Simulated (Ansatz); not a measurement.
The cluster Li5Sn⁻. Total charge -1; singlet. Geometry r2SCAN-D4/def2-TZVPD.

Cartesian coordinates in Å:
```
Li -0.192 0.390 -2.430
Li 0.004 -0.639 2.387
Li -2.022 1.370 0.380
Li 1.827 -1.600 -0.424
Li 1.026 1.271 0.231
Sn -0.643 -0.792 -0.144
```

In the def2 sets Sn takes a core potential; there is no spin–orbit coupling. At PBE-D4/def2-TZVPD, revPBE-D4/def2-TZVPD, r2SCAN-D4/def2-TZVPD, PBE0-D4/def2-SVPD the highest occupied level of the charge -1 singlet lies above zero (up to 0.40 eV). The electron is either unbound and held by the finite basis, or the level is raised by self-interaction error. At r2SCAN-D4/def2-TZVPD the restricted singlet is unstable: a solution with broken spin symmetry lies lower. The geometry of the singlet was relaxed on an unsound state (restricted singlet, unstable towards broken spin symmetry). The structure comes from a short search, and lower isomers may exist.

(1) Estimate the orbital energies around the gap (eV) in Ansatz with PBE-D4/def2-TZVPD, revPBE-D4/def2-TZVPD, r2SCAN-D4/def2-TZVPD, PBE0-D4/def2-SVPD, CAM-B3LYP-D4/def2-TZVPD.

Results:

(1) 
| orbital | PBE-D4/def2-TZVPD | revPBE-D4/def2-TZVPD | r2SCAN-D4/def2-TZVPD | PBE0-D4/def2-SVPD | CAM-B3LYP-D4/def2-TZVPD |
| --- | --- | --- | --- | --- | --- |
| HOMO−9 | -20.09 | -20.10 | -20.69 | -22.76 | -23.90 |
| HOMO−8 | -20.04 | -20.06 | -20.64 | -22.72 | -23.86 |
| HOMO−7 | -20.01 | -20.02 | -20.60 | -22.68 | -23.82 |
| HOMO−6 | -20.01 | -20.02 | -20.60 | -22.68 | -23.82 |
| HOMO−5 | -20.01 | -20.02 | -20.60 | -22.67 | -23.81 |
| HOMO−4 | -6.33 | -6.29 | -6.69 | -7.58 | -9.08 |
| HOMO−3 | -0.96 | -0.94 | -1.10 | -1.58 | -2.40 |
| HOMO−2 | -0.96 | -0.93 | -1.10 | -1.57 | -2.40 |
| HOMO−1 | -0.77 | -0.75 | -0.89 | -1.33 | -2.15 |
| HOMO | 0.38 | 0.40 | 0.35 | 0.06 | -0.35 |
| LUMO | 0.97 | 0.99 | 1.04 | 1.37 | 1.92 |
| LUMO+1 | 0.97 | 0.99 | 1.04 | 1.38 | 1.92 |
| LUMO+2 | 1.14 | 1.15 | 1.31 | 1.63 | 2.14 |
| LUMO+3 | 1.28 | 1.30 | 1.38 | 1.72 | 2.24 |
| LUMO+4 | 1.30 | 1.33 | 1.41 | 1.72 | 2.47 |
| LUMO+5 | 1.58 | 1.60 | 1.76 | 2.06 | 2.69 |
